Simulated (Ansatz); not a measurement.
System: sum formula SiCl₂F, charge 0, multiplicity 2. It need not be the lowest isomer of its formula. SMILES: F[Si](Cl)Cl
Geometry: optimised at B3LYP-D3(BJ)/def2-TZVP (Ansatz, an electronic-structure program).

Property: atomisation energy (electronic, to ground-state atoms); the coupled-cluster value holds the core correlation from cc-pwCVTZ, in eV. Correlated levels leave the core frozen unless marked. Open shells are spin-unrestricted. No spin-orbit coupling. Non-relativistic. CBS marks a two-point X^-3 extrapolation of the correlation energy; Hartree-Fock from the larger set. The bracket is a focal-point correction in the basis named.

Level to compare with: RI-MP2/CBS(cc-pV(T+d)Z,cc-pV(Q+d)Z)+[CCSD(T)-MP2]/cc-pV(T+d)Z plus the core term (Ansatz), 13.79 eV. It is a level with limits of its own, and the differences hold the functionals' basis error too.

Question: Rank these functionals by how close they come to RI-MP2/CBS(cc-pV(T+d)Z,cc-pV(Q+d)Z)+[CCSD(T)-MP2]/cc-pV(T+d)Z, closest first: wB97M-V/def2-TZVPD (Ansatz); HSE06/def2-TZVPD (Ansatz); SVWN5/def2-TZVPD (Ansatz).

Answer: wB97M-V/def2-TZVPD (range-separated hybrid meta-GGA with VV10, 13.79 eV, difference 0.00), HSE06/def2-TZVPD (screened hybrid, 13.69 eV, difference -0.10), SVWN5/def2-TZVPD (LDA, 16.07 eV, difference 2.28)
